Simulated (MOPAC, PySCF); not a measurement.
CH5NSi2, SMILES `N=C1[SiH2][SiH2]1`, neutral singlet in the gas phase. 

Z-matrix (Å, degrees):
```
C
N 1 1.2655
H 2 1.0261 1 111.69
Si 1 1.9032 2 138.97 3 179.42
H 4 1.4800 1 117.68 2 -69.09
H 4 1.4801 5 112.87 1 -142.03
Si 1 1.9193 2 146.91 3 0.73
H 7 1.4815 1 117.33 2 -70.33
H 7 1.4815 8 112.22 1 -140.32
```
Charge 0, spin multiplicity 1.

All levels are single points at this geometry (B3LYP-D3(BJ)/def2-TZVP); Pople sets use spherical d functions. Orbital energies aren't observables, and empty levels follow the basis.

| level | HOMO (eV) | LUMO (eV) | gap (eV) | dipole (D) | vertical IE, Delta-SCF (eV) |
|---|---|---|---|---|---|
| B3LYP-D3(BJ)/def2-TZVP in PySCF | -6.17 | -2.14 | 4.03 | 1.68 | 8.37 |
| PBE-D3(BJ)/def2-TZVP in PySCF | -5.21 | -2.98 | 2.22 | 1.49 | 8.21 |
| B3LYP/3-21G in PySCF | -5.76 | -1.34 | 4.42 | 1.53 | – |
| B3LYP/6-311+G** in PySCF | -6.21 | -2.11 | 4.10 | 1.85 | – |
| B3LYP/LANL2DZ in PySCF | -6.06 | -1.57 | 4.49 | 1.94 | – |
| BP86/6-31G* in PySCF | -5.08 | -2.68 | 2.40 | 1.45 | – |
| M06-2X/6-31G* in PySCF | -7.28 | -0.65 | 6.62 | 1.72 | – |
| PBE/6-31G* in PySCF | -4.98 | -2.61 | 2.37 | 1.43 | 8.09 |
| HF/3-21G in PySCF | -8.98 | 2.48 | 11.46 | 1.89 | – |
| HF/6-31G* in PySCF | -9.08 | 2.20 | 11.28 | 2.02 | 7.76 |
| AM1 in MOPAC | -9.49 | -1.29 | 8.19 | 1.43 | – |
| PM6 in MOPAC | -8.26 | -0.54 | 7.72 | 2.05 | – |
| PM7 in MOPAC | -9.39 | -1.10 | 8.30 | 1.66 | – |
